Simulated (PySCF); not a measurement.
C₆H₁₅BN₂.
Numbering: `[H]/[N:9]=[CH:8]/[C@H:7]1[N+:2]([CH3:1])([CH3:3])[BH2-:4][CH2:5][CH2:6]1`

Geometry (PBE0-D3(BJ)/def2-SVP, Å), atoms numbered from 1 in this order:
```
atom  x, y, z in Å
C1     0.800   -1.653   -0.537
N2     0.396   -0.437    0.178
C3     0.292   -0.720    1.619
B4    -1.043    0.156   -0.383
C5    -0.948    1.698    0.126
C6     0.559    1.977    0.308
C7     1.315    0.714   -0.111
C8     2.673    0.562    0.516
N9     3.660    0.133   -0.154
H10    1.786   -2.005   -0.195
H11    0.840   -1.435   -1.610
H12    0.042   -2.428   -0.363
H13    0.002    0.190    2.157
H14    1.244   -1.102    2.020
H15   -0.494   -1.470    1.766
H16   -1.927   -0.558    0.079
H17   -0.953    0.051   -1.604
H18   -1.484    1.887    1.070
H19   -1.388    2.382   -0.615
H20    0.808    2.226    1.355
H21    0.927    2.823   -0.292
H22    1.452    0.693   -1.201
H23    2.747    0.860    1.581
H24    4.504    0.103    0.426
```

Probes without a nucleus sit at each ring's centroid and 1 Å off its mean plane on both sides; NICS is minus the shielding there, NICSzz its component along the normal. Level: GIAO PBE0/pcSseg-1 (PySCF, non-relativistic, gas phase) on the PBE0-D3(BJ)/def2-SVP geometry, one conformer.

Ring bond lengths (Å), with Mayer bond orders in brackets: N2–B4 1.655 (0.56), B4–C5 1.626 (0.91), C5–C6 1.544 (1.02), C6–C7 1.531 (1.01), C7–N2 1.501 (0.85).

**Question.** Give the NICS values of each ring in ppm.

**Answer.** 
```
          ring                                                   type  NICS(0)  NICS(1), two faces  NICS(1)zz, two faces  rms pucker (Å)  centre to ring atoms, mean (Å)
N2–B4–C5–C6–C7  5-membered ring with B and N; formal bonds all single     -5.8         -2.9 / -3.9           -2.9 / -5.6            0.20                            1.31
```

**Question.** What can be read from them?

**Answer.** 
- N2–B4–C5–C6–C7: mean NICS(1)zz -4.3 ppm, shielded. N2, B4, C5, C6, C7 have four or more neighbours; no verdict on aromaticity is drawn.

**Question.** What are the shieldings of the ring atoms and their hydrogens in the same run (means over atoms taken as equivalent)?

**Answer.** 
| atoms | environment | σ isotropic (ppm) |
| --- | --- | --- |
| N2 | nitrogen bonded to B and 3 C | 185.1 |
| B4 | four-coordinate boron | 104.6 |
| C5 | sp3 carbon bound to boron | 174.6 |
| C6 | ring CH2 carbon | 154.9 |
| C7 | sp3 carbon bound to nitrogen | 109.0 |
| H16 | B–H hydrogen | 28.73 |
| H17 | B–H hydrogen | 28.81 |
| H18 | methylene hydrogen | 30.36 |
| H19 | methylene hydrogen | 30.19 |
| H20 | methylene hydrogen | 29.57 |
| H21 | methylene hydrogen | 29.11 |
| H22 | methine hydrogen | 28.27 |

**Question.** How do the values depend on the level or the medium?

**Answer.** 
| level | NICS(0), N2–B4–C5–C6–C7 | mean NICS(1)zz, N2–B4–C5–C6–C7 |
| --- | --- | --- |
| PBE0/pcSseg-1, gas | -5.8 | -4.3 |
| WP04/pcSseg-1, gas | -5.2 | -3.6 |

The geometry is the same throughout.
